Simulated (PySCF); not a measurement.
# Computed data sheet: `N#CC[C@@H]1CC=CC1=O`

C7H7NO.
Geometry (GFN2-xTB, Å), atoms numbered from 1 in this order:
```xyz
16
C7H7NO angstrom
N      3.3837   -1.1776    0.2850
C      2.5820   -0.4088    0.0154
C      1.5432    0.5345   -0.3061
C      0.2582    0.2085    0.4663
C     -0.4028   -1.1197    0.0798
C     -1.8162   -0.7506   -0.2269
C     -2.0380    0.5619   -0.1599
C     -0.8100    1.2758    0.2011
O     -0.6326    2.4662    0.2730
H      1.8770    1.5421   -0.0414
H      1.3556    0.5063   -1.3836
H      0.4817    0.2287    1.5379
H     -0.3530   -1.8625    0.8783
H      0.0705   -1.5675   -0.7983
H     -2.5441   -1.5032   -0.4800
H     -2.9629    1.0749   -0.3522
```

Among its groups: ketone, nitrile and C=C double bond.

**GFN2-xTB geometry**

```yaml
Point_group_of_the_GFN2-xTB_geometry: C1
Rotational_constants_A_B_C_of_the_GFN2-xTB_geometry: 3.234, 1.164, 0.893 GHz
```

From PBE0/def2-SVPD ground state and vertical TDDFT (core frozen in the response) (PySCF):

```yaml
Dipole_moment: 4.03 D
HOMO_energy: -7.69 eV
LUMO_energy: -1.93 eV
HOMO–LUMO_gap: 5.76 eV
Lowest_singlet_excitation: 3.85 eV (322 nm, f = 0.000)
Strongest_line_among_the_6_lowest_singlet_transitions: S2 at 6.05 eV (205 nm, f = 0.249)
Lowest_triplet_excitation_Tamm–Dancoff: 3.38 eV
Static_isotropic_polarisability: 83.4 au
Electronic_spatial_extent_⟨r²⟩_about_the_centre_of_nuclear_charge: 1234 bohr²
```

**PBE0/pcSseg-1 ground state and GIAO shieldings, non-relativistic (PySCF)**

```yaml
Lowest_Hirshfeld_atomic_charge: -0.24 e on O9
Highest_Hirshfeld_atomic_charge: +0.15 e on C8
13C_chemical_shifts_computed_TMS_as_zero_by_class: 210.5 (C8), 173.6 (C6), 141.0 (C7), 124.4 (C2), 45.4 (C4), 40.1 (C5), 20.1 (C3) ppm
1H_chemical_shifts_computed_TMS_as_zero_by_class: 8.04 (H15), 6.41 (H16), 3.19 (H13), 2.99 (H10), 2.50 (H14), 2.46 (H12), 1.67 (H11) ppm
Isotropic_shieldings_of_nuclei_other_than_C_and_H_by_class: -32 (N1), -279 (O9) ppm
Mayer_bond_orders_between_heavy_atoms: N1–C2 3.06, C2–C3 1.02, C3–C4 1.00, C4–C5 0.97, C5–C6 1.04, C6–C7 1.75, C7–C8 1.06, C8–O9 1.99, C8–C4 0.94
```

Monoisotopic mass (most abundant isotopes): 121.0528 u.

The rotational constants make it an asymmetric top with κ = (2B − A − C)/(A − C) = -0.77, nearer the prolate limit (−1). With B = h/(8π²I), that is 505.379 GHz u Å² over I, the principal moments of inertia are 156.3, 434.1 and 566.2 u Å² (most abundant isotopes). The largest Löwdin shares of the HOMO are 0.58 on O9, 0.12 on C8, 0.12 on C4 and 0.09 on C7. In atomic units the dipole is 1.59 e·bohr (1 au = 2.5417 D). The principal polarisabilities are 59.2, 88.5 and 102.4 au; their mean is the isotropic value. S1 lies 1.91 eV below the HOMO–LUMO gap; its leading configuration is HOMO→LUMO, weight 0.97. The polarisability is 12.35 Å³ as a volume (1 au = 0.148185 Å³), or 1.30 au for each of the 64 electrons.

The structure is a single GFN2-xTB conformer in the gas phase; no vibrational or solvent corrections.
